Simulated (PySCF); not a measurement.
Dipole response of Co²⁺ (cobalt, charge +2)

[Ar] 3d7, high-spin 4F determinant. Calculation: PySCF 2.14, in aug-cc-pVTZ; no relativity, point nucleus. Coupled (time-dependent) response in atomic units; α is the mean over directions.

```json
{"method": "UHF", "mean α (bohr³)": "2.829", "C₆ (like pair)": "7.942", "S(−4)": "3.510"}
{"method": "PBE", "mean α (bohr³)": "3.620", "C₆ (like pair)": "10.41", "S(−4)": "7.503"}
{"method": "PBE0", "mean α (bohr³)": "3.343", "C₆ (like pair)": "9.545", "S(−4)": "5.844"}
```

S(−4) is the Cauchy moment in α(ω) = α(0) + S(−4) ω² + …

α(iu) at PBE0:

| u (hartree) | α(iu) (bohr³) |
| --- | --- |
| 0 | 3.343 |
| 0.0500 | 3.328 |
| 0.100 | 3.286 |
| 0.200 | 3.136 |
| 0.300 | 2.935 |
| 0.500 | 2.517 |
| 0.750 | 2.087 |
| 1.00 | 1.761 |
| 1.50 | 1.305 |
| 2.00 | 1.007 |
| 3.00 | 0.6512 |
| 5.00 | 0.3367 |

For an ion, C₆ is the dispersion term alone; charge-induced terms of lower order in 1/R come first.
